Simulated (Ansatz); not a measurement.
# Molecular dynamics of BFH$_{6}$O$_{2}$Si

input.yaml

```yaml
crystal:
  periodic: [false, false, false]
  atoms:
    - { symbol: B, position_ang: [-0.252304, 0.502193, -0.312523] }
    - { symbol: F, position_ang: [1.617632, -0.083676, 2.358597] }
    - { symbol: O, position_ang: [0.877686, -0.263958, -0.257748] }
    - { symbol: H, position_ang: [0.784351, -1.086763, -0.726282] }
    - { symbol: O, position_ang: [-1.34949, 0.017069, -0.982634] }
    - { symbol: H, position_ang: [-1.941114, -0.55505, -0.514094] }
    - { symbol: Si, position_ang: [-0.245338, 2.361027, 0.556054] }
    - { symbol: H, position_ang: [-1.087277, 2.32997, 1.772033] }
    - { symbol: H, position_ang: [1.110256, 2.813845, 0.921341] }
    - { symbol: H, position_ang: [-0.836705, 3.342691, -0.380069] }
    - { symbol: H, position_ang: [1.6317, -0.193047, 1.446323] }
basis:
  gaussian: { orbitals: "6-31G*" }
hamiltonian:
  xc: hf
md:
  timestep: 0.5
  n_steps: 200
  ensemble: nve
  temperature: 300.0
  initial_velocities: maxwell_boltzmann
  seed: 2152
```

Launched with:

```bash
$ ansatz run input.yaml --threads 1 --pin off --max-ram 2048MiB --backend cpu --events-out ev --progress --plain --runs-dir out
```

It starts at the highest image of a converged band. Of that band: Neighbouring images differ by up to 1.8 eV, so the band resolves the path poorly. A vibrational analysis at the climbing image gives one clearly imaginary mode, 568i cm⁻¹: a first-order saddle point.

Output, in part (one step line in 4, the closing report, with atoms numbered from 0):

```
md step     0: t =     0.00 fs  T =   300.0 K  F+E_penalty+E_count = -15410.39218951 eV  E_kin = 0.349002 eV  conserved = -15410.04318751 eV  (34 SCF iters)
md step     4: t =     2.00 fs  T =   252.5 K  F+E_penalty+E_count = -15410.33635827 eV  E_kin = 0.293763 eV  conserved = -15410.04259520 eV  (33 SCF iters)
md step     8: t =     4.00 fs  T =   195.7 K  F+E_penalty+E_count = -15410.27015249 eV  E_kin = 0.227641 eV  conserved = -15410.04251172 eV  (34 SCF iters)
md step    12: t =     6.00 fs  T =   168.4 K  F+E_penalty+E_count = -15410.23832344 eV  E_kin = 0.195849 eV  conserved = -15410.04247482 eV  (27 SCF iters)
md step    16: t =     8.00 fs  T =   159.1 K  F+E_penalty+E_count = -15410.22787822 eV  E_kin = 0.185047 eV  conserved = -15410.04283164 eV  (26 SCF iters)
md step    20: t =    10.00 fs  T =   130.9 K  F+E_penalty+E_count = -15410.19451902 eV  E_kin = 0.152291 eV  conserved = -15410.04222796 eV  (25 SCF iters)
md step    24: t =    12.00 fs  T =   162.5 K  F+E_penalty+E_count = -15410.23171289 eV  E_kin = 0.189073 eV  conserved = -15410.04263966 eV  (26 SCF iters)
md step    28: t =    14.00 fs  T =   205.6 K  F+E_penalty+E_count = -15410.28192812 eV  E_kin = 0.239175 eV  conserved = -15410.04275323 eV  (26 SCF iters)
md step    32: t =    16.00 fs  T =   223.1 K  F+E_penalty+E_count = -15410.30220352 eV  E_kin = 0.259541 eV  conserved = -15410.04266271 eV  (34 SCF iters)
md step    36: t =    18.00 fs  T =   244.1 K  F+E_penalty+E_count = -15410.32619043 eV  E_kin = 0.283964 eV  conserved = -15410.04222677 eV  (33 SCF iters)
md step    40: t =    20.00 fs  T =   321.6 K  F+E_penalty+E_count = -15410.41700958 eV  E_kin = 0.374163 eV  conserved = -15410.04284679 eV  (33 SCF iters)
md step    44: t =    22.00 fs  T =   373.7 K  F+E_penalty+E_count = -15410.47760904 eV  E_kin = 0.434720 eV  conserved = -15410.04288867 eV  (33 SCF iters)
md step    48: t =    24.00 fs  T =   385.6 K  F+E_penalty+E_count = -15410.49127737 eV  E_kin = 0.448583 eV  conserved = -15410.04269460 eV  (33 SCF iters)
md step    52: t =    26.00 fs  T =   402.4 K  F+E_penalty+E_count = -15410.51069684 eV  E_kin = 0.468176 eV  conserved = -15410.04252050 eV  (33 SCF iters)
md step    56: t =    28.00 fs  T =   432.1 K  F+E_penalty+E_count = -15410.54576202 eV  E_kin = 0.502645 eV  conserved = -15410.04311671 eV  (33 SCF iters)
md step    60: t =    30.00 fs  T =   398.0 K  F+E_penalty+E_count = -15410.50562092 eV  E_kin = 0.462977 eV  conserved = -15410.04264427 eV  (34 SCF iters)
md step    64: t =    32.00 fs  T =   365.2 K  F+E_penalty+E_count = -15410.46752345 eV  E_kin = 0.424890 eV  conserved = -15410.04263323 eV  (34 SCF iters)
md step    68: t =    34.00 fs  T =   348.7 K  F+E_penalty+E_count = -15410.44836389 eV  E_kin = 0.405679 eV  conserved = -15410.04268522 eV  (33 SCF iters)
md step    72: t =    36.00 fs  T =   312.6 K  F+E_penalty+E_count = -15410.40662897 eV  E_kin = 0.363618 eV  conserved = -15410.04301143 eV  (33 SCF iters)
md step    76: t =    38.00 fs  T =   224.5 K  F+E_penalty+E_count = -15410.30351975 eV  E_kin = 0.261203 eV  conserved = -15410.04231625 eV  (34 SCF iters)
md step    80: t =    40.00 fs  T =   194.9 K  F+E_penalty+E_count = -15410.26911654 eV  E_kin = 0.226710 eV  conserved = -15410.04240702 eV  (34 SCF iters)
md step    84: t =    42.00 fs  T =   219.2 K  F+E_penalty+E_count = -15410.29777681 eV  E_kin = 0.255045 eV  conserved = -15410.04273222 eV  (33 SCF iters)
md step    88: t =    44.00 fs  T =   225.1 K  F+E_penalty+E_count = -15410.30458360 eV  E_kin = 0.261828 eV  conserved = -15410.04275588 eV  (34 SCF iters)
md step    92: t =    46.00 fs  T =   210.7 K  F+E_penalty+E_count = -15410.28756243 eV  E_kin = 0.245134 eV  conserved = -15410.04242882 eV  (26 SCF iters)
md step    96: t =    48.00 fs  T =   222.1 K  F+E_penalty+E_count = -15410.30114968 eV  E_kin = 0.258420 eV  conserved = -15410.04272969 eV  (26 SCF iters)
md step   100: t =    50.00 fs  T =   217.0 K  F+E_penalty+E_count = -15410.29524580 eV  E_kin = 0.252427 eV  conserved = -15410.04281900 eV  (25 SCF iters)
md step   104: t =    52.00 fs  T =   177.3 K  F+E_penalty+E_count = -15410.24885347 eV  E_kin = 0.206314 eV  conserved = -15410.04253980 eV  (26 SCF iters)
md step   108: t =    54.00 fs  T =   159.2 K  F+E_penalty+E_count = -15410.22761703 eV  E_kin = 0.185249 eV  conserved = -15410.04236801 eV  (26 SCF iters)
md step   112: t =    56.00 fs  T =   180.8 K  F+E_penalty+E_count = -15410.25318511 eV  E_kin = 0.210289 eV  conserved = -15410.04289645 eV  (34 SCF iters)
md step   116: t =    58.00 fs  T =   162.5 K  F+E_penalty+E_count = -15410.23172848 eV  E_kin = 0.189043 eV  conserved = -15410.04268507 eV  (33 SCF iters)
md step   120: t =    60.00 fs  T =   130.3 K  F+E_penalty+E_count = -15410.19406248 eV  E_kin = 0.151627 eV  conserved = -15410.04243514 eV  (26 SCF iters)
md step   124: t =    62.00 fs  T =   133.3 K  F+E_penalty+E_count = -15410.19753165 eV  E_kin = 0.155017 eV  conserved = -15410.04251452 eV  (27 SCF iters)
md step   128: t =    64.00 fs  T =   151.6 K  F+E_penalty+E_count = -15410.21915288 eV  E_kin = 0.176327 eV  conserved = -15410.04282549 eV  (25 SCF iters)
md step   132: t =    66.00 fs  T =   138.9 K  F+E_penalty+E_count = -15410.20411102 eV  E_kin = 0.161554 eV  conserved = -15410.04255658 eV  (25 SCF iters)
md step   136: t =    68.00 fs  T =   139.3 K  F+E_penalty+E_count = -15410.20454663 eV  E_kin = 0.162094 eV  conserved = -15410.04245245 eV  (25 SCF iters)
md step   140: t =    70.00 fs  T =   168.4 K  F+E_penalty+E_count = -15410.23880509 eV  E_kin = 0.195961 eV  conserved = -15410.04284455 eV  (36 SCF iters)
md step   144: t =    72.00 fs  T =   167.4 K  F+E_penalty+E_count = -15410.23730882 eV  E_kin = 0.194720 eV  conserved = -15410.04258839 eV  (33 SCF iters)
md step   148: t =    74.00 fs  T =   174.0 K  F+E_penalty+E_count = -15410.24478486 eV  E_kin = 0.202475 eV  conserved = -15410.04230992 eV  (34 SCF iters)
md step   152: t =    76.00 fs  T =   239.9 K  F+E_penalty+E_count = -15410.32154836 eV  E_kin = 0.279095 eV  conserved = -15410.04245312 eV  (33 SCF iters)
md step   156: t =    78.00 fs  T =   331.6 K  F+E_penalty+E_count = -15410.42879666 eV  E_kin = 0.385817 eV  conserved = -15410.04297976 eV  (33 SCF iters)
md step   160: t =    80.00 fs  T =   373.4 K  F+E_penalty+E_count = -15410.47707755 eV  E_kin = 0.434349 eV  conserved = -15410.04272848 eV  (33 SCF iters)
md step   164: t =    82.00 fs  T =   400.4 K  F+E_penalty+E_count = -15410.50847549 eV  E_kin = 0.465782 eV  conserved = -15410.04269323 eV  (33 SCF iters)
md step   168: t =    84.00 fs  T =   416.0 K  F+E_penalty+E_count = -15410.52687634 eV  E_kin = 0.483975 eV  conserved = -15410.04290177 eV  (33 SCF iters)
md step   172: t =    86.00 fs  T =   378.7 K  F+E_penalty+E_count = -15410.48339935 eV  E_kin = 0.440549 eV  conserved = -15410.04285064 eV  (32 SCF iters)
md step   176: t =    88.00 fs  T =   319.6 K  F+E_penalty+E_count = -15410.41410470 eV  E_kin = 0.371761 eV  conserved = -15410.04234346 eV  (33 SCF iters)
md step   180: t =    90.00 fs  T =   319.9 K  F+E_penalty+E_count = -15410.41480594 eV  E_kin = 0.372127 eV  conserved = -15410.04267903 eV  (33 SCF iters)
md step   184: t =    92.00 fs  T =   325.7 K  F+E_penalty+E_count = -15410.42162126 eV  E_kin = 0.378861 eV  conserved = -15410.04276004 eV  (36 SCF iters)
md step   188: t =    94.00 fs  T =   299.4 K  F+E_penalty+E_count = -15410.39109843 eV  E_kin = 0.348341 eV  conserved = -15410.04275712 eV  (33 SCF iters)
md step   192: t =    96.00 fs  T =   265.0 K  F+E_penalty+E_count = -15410.35060614 eV  E_kin = 0.308242 eV  conserved = -15410.04236443 eV  (33 SCF iters)
md step   196: t =    98.00 fs  T =   270.1 K  F+E_penalty+E_count = -15410.35723631 eV  E_kin = 0.314248 eV  conserved = -15410.04298789 eV  (33 SCF iters)
md step   200: t =   100.00 fs  T =   229.1 K  F+E_penalty+E_count = -15410.30918559 eV  E_kin = 0.266555 eV  conserved = -15410.04263102 eV  (37 SCF iters)
Total energy: -15410.30918559 eV, -566.3184170878 hartree
Atom 0 at    -0.215218     0.591346    -0.302725 Å, force    -1.739045    -0.255647    -0.362580 eV/Å
Atom 1 at     1.669453    -0.465525     2.478094 Å, force    -0.043318    -0.064833     0.460612 eV/Å
Atom 2 at     0.962373    -0.061923    -0.219983 Å, force     0.558571    -0.128705    -0.039260 eV/Å
Atom 3 at     1.012482    -0.819211    -0.778854 Å, force    -0.045558    -0.573072    -0.113296 eV/Å
Atom 4 at    -1.382289    -0.018864    -0.779863 Å, force     1.175057     0.765393     0.485431 eV/Å
Atom 5 at    -1.557451    -0.854105    -0.380103 Å, force    -0.006723    -0.568569    -0.160879 eV/Å
Atom 6 at    -0.341944     2.482790     0.353140 Å, force     0.124638     1.042783    -0.062006 eV/Å
Atom 7 at    -1.047403     2.512132     1.657891 Å, force     0.228824    -0.031856     0.027200 eV/Å
Atom 8 at     1.044022     3.054410     0.446728 Å, force    -0.472833    -0.041361     0.160483 eV/Å
Atom 9 at    -1.157872     3.369062    -0.540973 Å, force     0.278390    -0.312561     0.102966 eV/Å
Atom 10 at     1.861100    -0.398733     1.593054 Å, force    -0.058003     0.168428    -0.498670 eV/Å
Dipole moment:     0.032027    -0.563745    -0.497021 e Å
```

All steps were run. The conserved energy stayed within 0.095 meV per atom of its start (net change 0.051 meV per atom), so the integration is sound. A run of 0.1 ps of so small a system gives no equilibrium averages. The orbitals stay closed-shell, which can raise the energy where a bond breaks towards radicals; this wasn't checked here.

Between its relaxed ends the band would form B1–Si7, F2–H11 and break B1–F2, Si7–H11. These pairs go: B1–Si7 2.05 → 2.01 Å, F2–H11 0.92 → 0.91 Å, B1–F2 3.31 → 3.52 Å, Si7–H11 3.29 → 3.83 Å. In the last frame they stand as after the step (other bonds may differ from the relaxed reactants and products). It ends as BH5O2Si + FH. Pairs count as bonded within 1.25 times the sum of covalent radii (0.12 Å more for H–H).

Last frame:

```xyz
11
Properties=species:S:1:pos:R:3
B -0.215 0.591 -0.303
F 1.669 -0.466 2.478
O 0.962 -0.062 -0.220
H 1.012 -0.819 -0.779
O -1.382 -0.019 -0.780
H -1.558 -0.854 -0.380
Si -0.342 2.483 0.353
H -1.047 2.512 1.658
H 1.044 3.054 0.447
H -1.158 3.369 -0.541
H 1.861 -0.399 1.593
```

Run time: 5.8 min on 1 thread of Arm Neoverse V1, on a shared host, peak memory 0.16 GiB.
